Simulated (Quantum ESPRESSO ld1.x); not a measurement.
Values are calculated unless marked as measured or tabulated.
Q: The table gives one normalised radial function P(r) = r R(r) of La4+ in [Kr] 4d10 5s2 5p5 (r in bohr). Code: ld1.x of Quantum ESPRESSO 7.5. Model: scalar-relativistic Kohn-Sham, LDA (Slater exchange, Perdew-Wang correlation), spin-polarised, spherical densities, point nucleus; open shells are filled with parallel spins first (spin-orbit coupling, left out, can overturn this in heavy ions).

r	P
0.001165	0.0009
0.001335	0.0012
0.001529	0.0015
0.001766	0.0019
0.002023	0.0024
0.002318	0.0030
0.002677	0.0039
0.003067	0.0049
0.003514	0.0062
0.004026	0.0078
0.004649	0.0100
0.005327	0.0126
0.006103	0.0159
0.007048	0.0202
0.008074	0.0253
0.009251	0.0316
0.01068	0.0398
0.01224	0.0491
0.01402	0.0603
0.0162	0.0744
0.01855	0.0898
0.02126	0.1073
0.02455	0.1279
0.02813	0.1487
0.03222	0.1698
0.03721	0.1909
0.04264	0.2075
0.04885	0.2181
0.05641	0.2194
0.06463	0.2075
0.07405	0.1796
0.08483	0.1333
0.09797	0.0639
0.1122	-0.0183
0.1286	-0.1099
0.1485	-0.2052
0.1702	-0.2782
0.1949	-0.3180
0.2251	-0.3074
0.2579	-0.2383
0.2955	-0.1132
0.3413	0.0633
0.391	0.2416
0.448	0.3923
0.5173	0.4784
0.5927	0.4598
0.6791	0.3341
0.7842	0.1009
0.8985	-0.1762
1.029	-0.4587
1.189	-0.7089
1.362	-0.8589
1.56	-0.9052
1.788	-0.8514
2.065	-0.7116
2.365	-0.5393
2.71	-0.3661
3.13	-0.2133
3.586	-0.1118
4.108	-0.0506
4.744	-0.0183
5.435	-0.0058

Which n and l does it have? It may be an empty orbital.

A: n = 5, l = 1: the number of nodes gives n - l - 1 = 3, the rise at small r (about r^(l+1), flatter next to the nucleus through relativity) gives l, and the extent must fit the shell. The curve is that of 5p up; the table hardly tells the two spins apart. 5p up: eigenvalue -57.595 eV, 3 radial nodes at r = 0.109, 0.325, 0.826 bohr, <r> = 1.70 bohr, 90 % of the charge inside 2.44 bohr.
